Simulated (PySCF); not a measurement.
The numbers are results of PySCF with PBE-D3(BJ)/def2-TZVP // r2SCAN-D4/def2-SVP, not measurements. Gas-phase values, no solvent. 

Reference species: [Cd(Cl)(F)] (neutral, multiplicity 1).

The mean distance from the central atom to its bonded neighbours comes out as 2.096 Å and the coordination number comes out as 2.

Changed species: [Cd(Cl)2] (Y = Cl; the reference has Y = F).

Predict the effect on the mean distance from the central atom to its bonded neighbours and coordination number.

the mean distance from the central atom to its bonded neighbours goes up by 0.180 Å, to 2.276 Å; the coordination number hardly moves.
